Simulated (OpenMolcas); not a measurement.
An OpenMolcas run meant for Zn (ANO-RCC-VDZ, DKH2; inactive shells 1s 2s 2p 3s 3p 3d; intended active space 2 electrons in 8 orbitals (4s 4p 5s 5p)). One step of its input:

```
&CASPT2
Multistate=1 1
Frozen=23 26
IPEA=0.25
Imaginary=0.1
MaxIter=60
WThr=0.0 0.3 0.05
PrWF=0.5
NoMix
```

Lines from the output:

```
|       MOLCAS_SOURCE = <dir>
  |    MOLCAS_STRUCTURE = 0
  |
   --------------------------------------------------------------------------------------
++ ---------   Input file   ---------
>>> COPY JOB002 $Project.JobIph
&CASPT2
Multistate=1 1
Frozen=23 26
IPEA=0.25
Imaginary=0.1
MaxIter=60
WThr=0.0 0.3 0.05
PrWF=0.5
NoMix
-- ----------------------------------
>>> COPY JOB002 a.JobIph
*** symbolic link created: INPORB -> a.RasOrb
--- Start Module: caspt2 at  ---
()()()()()()()()()()()()()()()()()()()()()()()()()()()()()()()()()()()()()()()()()()()()()()()()()()
                                              &CASPT2
                                   only a single process is used
                       available to each process: 2.3 GB of memory, 1 thread
()()()()()()()()()()()()()()()()()()()()()()()()()()()()()()()()()()()()()()()()()()()()()()()()()()
 ###    WARNING: User changed nr of frozen orbitals.                         ###
 ###    ERROR: Too many frozen orbitals!                                     ###
--- Stop Module: caspt2 at  /rc=_RC_INPUT_ERROR_ ---
.####################.
.# User input error #.
.####################.
```

Problem. What is wrong with the input?

Solution. More orbitals are frozen than there are inactive ones.
